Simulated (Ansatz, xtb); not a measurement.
C3H5FGeN2: which of two isomers lies lower

We compare X, `Fc1n[nH]c[c]1[GeH3]`, a singlet, with Y, `Fc1cc[n]([GeH3])n1`, a singlet. Both are isolated molecules in the gas phase, relaxed with PBE0-D3(BJ)/def2-SVP.

X (Å):

```xyz
12

C    -1.8526    1.6700    0.0969
C    -0.3387    0.1402   -0.2161
C    -0.7144    1.0997    0.7139
F    -2.5824    2.6457    0.5982
Ge    0.0962    1.5454    2.4056
N    -2.1573    1.1445   -1.0647
N    -1.2185    0.2108   -1.2370
H    -1.2322   -0.3494   -2.0791
H     0.4833   -0.5737   -0.2145
H     1.3141    0.6249    2.5989
H     0.5543    3.0131    2.4113
H    -0.9020    1.3270    3.5544
```

Y (Å):

```xyz
12

C    -1.8672    1.7380   -0.6789
C    -1.2674    0.5495   -1.1446
C    -0.4730    0.1708   -0.0813
F    -2.7222    2.4880   -1.3420
Ge    0.1309    1.2163    2.6027
N    -0.6340    1.0983    0.8985
N    -1.4946    2.0681    0.5332
H    -1.4018    0.0587   -2.1042
H     0.1886   -0.6847    0.0446
H     1.0408   -0.0164    2.6954
H     0.9209    2.5261    2.6682
H    -1.0061    1.1756    3.6273
```

Task: Estimate E(Y) − E(X) at the level CCSD(T)/def2-SVP + ΔMP2/def2-TZVPP.

Result: Calculated at CCSD(T)/def2-SVP + ΔMP2/def2-TZVPP: E(Y) − E(X) = −4.1 kcal/mol, so structure Y lies lower.

The same difference at several levels:

```
                             level              geometry  E(Y) − E(X) (kcal/mol)  departure from the last row (kcal/mol)  job, with rough time for the two
                          GFN2-xTB              GFN2-xTB                     −13.5                                    −9.4               optimisation, 3.2 s
                         HF/STO-3G              GFN2-xTB                     −11.5                                    −7.4               single point, 6.1 s
                r2SCAN-D4/def2-SVP              GFN2-xTB                      −1.7                                    +2.3                single point, 24 s
              PBE0-D3(BJ)/def2-SVP  PBE0-D3(BJ)/def2-SVP                      −1.7                                    +2.4             optimisation, 6.3 min
                       HF/def2-SVP  PBE0-D3(BJ)/def2-SVP                      −4.4                                    −0.3           part of the CCSD(T) run
                      MP2/def2-SVP  PBE0-D3(BJ)/def2-SVP                      −3.8                                    +0.3           part of the CCSD(T) run
                  CCSD(T)/def2-SVP  PBE0-D3(BJ)/def2-SVP                      −3.7                                    +0.4                      single point
CCSD(T)/def2-SVP + ΔMP2/def2-TZVPP  PBE0-D3(BJ)/def2-SVP                      −4.1                                                       single point, 4 min
```

As drawn, Y has 1 Ge–N, 1 C–H in place of 1 C–Ge, 1 N–H.

The levels shown agree on the order. The largest departure from CCSD(T)/def2-SVP + ΔMP2/def2-TZVPP is that of GFN2-xTB, 9.4 kcal/mol. The last row adds to CCSD(T) the change of the MP2 difference between the two basis sets, here −0.4 kcal/mol.

With thermal terms from frequencies at re-optimised GFN2-xTB minima (ideal gas, soft modes damped towards free rotors, one conformer each, 298.15 K, 1 atm): on the last row, ΔE + ΔZPE = −4.5, ΔH = −4.5, ΔG = −4.6 kcal/mol.

The correlated steps freeze 15 core orbitals; the filled d shell of Ge is correlated, in a basis made for valence electrons. Programs: Ansatz 0.2.0, xtb 6.7.1; the last row on 2 threads of Intel(R) Xeon(R) Processor @ 2.50GHz (Skylake/Cascade Lake) on a shared host.
